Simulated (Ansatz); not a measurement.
Isolated molecules relaxed with PBE0-D4/def2-TZVP in Ansatz; ΔE leaves out vibrations. CCSD(T)/CBS is the MP2 limit (def2-TZVPP, def2-QZVPP) plus CCSD(T) − MP2 in def2-TZVPP, frozen cores. DFT in def2-TZVPP. For Se outer-core shells are correlated without core-valence functions, which leaves a few kJ/mol of doubt a bond. Scalar relativity is left out up to krypton. One conformer a species, not always the lowest.

Reaction (cleavage of the Si–Si bond): `C=C[SiH2][SiH2]S` + H₂Se → `S[SiH2][SeH]` + `C=C[SiH3]`

```
         level  ΔE (kJ/mol)
           PBE        -51.2
  HF/CBS(def2)        -74.9
 MP2/CBS(def2)        -67.9
CCSD/CBS(def2)        -62.3
```

(1) What does CCSD(T)/CBS give? (Estimate.)

Largest T1 diagnostic among the species: 0.012.

Answers

(1) Ansatz gave: -60.0 kJ/mol. The listed levels differ from it by 8.8, -14.9, -7.9, -2.3 kJ/mol.

The D4 term adds +6.4 kJ/mol with B3LYP and +4.3 kJ/mol with PBE0; it sums over pairs of atoms, weighted by their polarisabilities, and B3LYP, whose exchange is more repulsive, gets the larger term. From PBE to PBE0 (25 % exact exchange), in def2-TZVPP and without D4, ΔE moves by −4.2 kJ/mol.

B3LYP here is the variant with VWN-RPA as its local correlation; programs differ in this.
